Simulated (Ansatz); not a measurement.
Start from `CN([SiH2]F)[SiH](O)O` and change one atom or group to get `O[SiH](O)N[SiH2]F`.

Ansatz, PBE0-D4/def2-TZVP geometries, multiplicity 1. Each molecule was computed in one conformer, which needn't be the lowest.

```
                                        property  `CN([SiH2]F)[SiH](O)O`
           HOMO energy (ωB97M-V/def2-TZVPP) / eV                   -9.95
               HOMO energy (PBE/def2-TZVPP) / eV                   -6.25
             HOMO–LUMO gap (PBE/def2-TZVPP) / eV                    5.78
             LUMO energy (B3LYP/def2-TZVPP) / eV                    0.15
size of the dipole moment (B3LYP/def2-TZVPP) / D                    1.72
  size of the dipole moment (PBE/def2-TZVPP) / D                    1.58
```

**Question.** Give the same properties after the change, and the shifts. (Best estimate.)

**Answer.** Ansatz gave: 
| property | `O[SiH](O)N[SiH2]F` | shift |
| --- | --- | --- |
| HOMO energy (ωB97M-V/def2-TZVPP) / eV | -10.69 | -0.74 |
| HOMO energy (PBE/def2-TZVPP) / eV | -6.91 | -0.66 |
| HOMO–LUMO gap (PBE/def2-TZVPP) / eV | 6.46 | 0.68 |
| LUMO energy (B3LYP/def2-TZVPP) / eV | 0.07 | -0.08 |
| size of the dipole moment (B3LYP/def2-TZVPP) / D | 2.35 | 0.63 |
| size of the dipole moment (PBE/def2-TZVPP) / D | 2.27 | 0.69 |

Dipoles are sizes alone; their direction can turn.

B3LYP here is the variant with VWN-RPA as its local correlation; programs differ in this.
